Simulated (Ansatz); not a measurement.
`O=C=NB(F)Cl` + `CC(F)Cl` → `CB(Cl)N=C=O` + `FC(F)Cl`  (formal exchange of groups at a B–F bond)

Calculated with Ansatz (gas phase, PBE0-D4/def2-TZVP geometries, no zero-point term in ΔE). CBS: MP2 limit from def2 TZ/QZ plus the TZ coupled-cluster correction, frozen cores. Functionals use def2-TZVPP. B3LYP here is the variant with VWN-RPA as its local correlation; programs differ in this. HSE06 is defined as in plane-wave codes. Each species was taken in one conformer, which may not be the lowest.

`O=C=NB(F)Cl`:

```xyz
6

O     1.746    1.703   -0.921
C     0.927    1.104   -0.367
N     0.064    0.554    0.268
B    -0.686   -0.635    0.383
F    -1.586   -0.733    1.336
Cl   -0.465   -1.993   -0.699
```

`CC(F)Cl`:

```xyz
8

C     0.250   -0.283    0.713
C    -0.122    0.337   -0.600
F    -0.980    1.377   -0.400
Cl   -0.914   -0.849   -1.670
H     0.950   -1.105    0.557
H     0.722    0.473    1.345
H    -0.641   -0.664    1.213
H     0.735    0.715   -1.158
```

`CB(Cl)N=C=O`:

```xyz
9

C    -1.369   -0.299    0.500
B    -0.154    0.108   -0.379
Cl   -0.425    0.683   -2.031
N     1.179    0.054    0.096
C     2.350    0.228   -0.104
O     3.496    0.366   -0.209
H    -1.971    0.591    0.719
H    -1.073   -0.753    1.446
H    -2.033   -0.980   -0.038
```

`FC(F)Cl`:

```xyz
5

F    -0.109   -1.264    0.460
C     0.042    0.013    0.104
F     1.304    0.191   -0.292
Cl   -1.057    0.395   -1.221
H    -0.180    0.665    0.949
```

```tsv
level	ΔE (kJ/mol)	difference from CCSD(T)/CBS
r2SCANh-D4	148.1	-6.9
r2SCAN0-D4	149.9	-5.1
HSE06-D4	144.7	-10.3
CAM-B3LYP-D4	151.5	-3.5
ωB97X-V	147.6	-7.4
PBE-QIDH	151.6	-3.4
BLYP	146.1	-8.9
r2SCAN	146.9	-8.1
B3LYP	149.9	-5.1
r2SCANh	148.3	-6.7
r2SCAN0	150.1	-4.9
HSE06	144.9	-10.1
LC-ωPBE	147.9	-7.1
MP2/def2-TZVPP	157.0	2.0
HF/def2-QZVPP	159.5	4.5
CCSD/CBS(def2)	156.6	1.6
CCSD(T)/CBS	155.0	0
```

Largest T1 diagnostic among the species: 0.015.

Leaving LDA and LC-ωPBE aside and taking each functional with its dispersion term where it has one, the values, not all of them listed here, spread over 14.9 kJ/mol, from PBE-D4 to BHLYP-D4. From PBE to PBE0 (25 % exact exchange), in def2-TZVPP and without D4, ΔE moves by +4.9 kJ/mol.
